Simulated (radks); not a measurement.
The bromine ion Br2+ inside a hard spherical wall (all orbitals vanish at R), configuration held at [Ar] 3d10 4s2 4p3 and not refilled when levels cross. All-electron calculation, scalar-relativistic Kohn-Sham, PBE, spin-polarised, spherical densities, point nucleus; open shells are filled with parallel spins first. Program: a radial shooting solver on a logarithmic mesh with Libxc functionals. Eigenvalues in eV for spin up, with the zero of energy where the potential of the charges vanishes at infinity; a dash marks a level that is unbound or too diffuse for the functional's potential to be trusted. A positive occupied level is held by the wall or, in an anion where self-interaction has pushed it up, behind a barrier. The pressure on the wall is -dE/dV.

R (bohr)  E (hartree)  kinetic (hartree)    e(3p)    e(3d)    e(4s)    e(4p)  e(5s, empty)  e(4d, empty)  pressure (GPa)
free      -2605.20325           2661.667  -197.51  -90.736  -43.060  -29.436       -12.380       -12.282               0
20        -2605.20325           2661.667  -197.51  -90.736  -43.060  -29.436       -12.380       -12.282        < 0.0001
15        -2605.20325           2661.667  -197.51  -90.736  -43.060  -29.436       -12.380       -12.282        < 0.0001
12        -2605.20325           2661.667  -197.51  -90.736  -43.060  -29.436       -12.380       -12.282        < 0.0001
10        -2605.20325           2661.667  -197.51  -90.736  -43.060  -29.436       -12.373       -12.281        < 0.0001
7         -2605.20321           2661.667  -197.50  -90.734  -43.058  -29.434       -12.004       -12.200         0.00530
4         -2605.14133           2662.165  -196.13  -89.379  -42.078  -28.201         0.556        -8.317            20.6
3         -2604.62168           2664.971  -190.62  -83.962  -37.282  -21.941        32.570         2.931             337
2         -2599.43491           2684.288  -168.54  -62.138   -3.520   18.709        177.47        57.206            8280
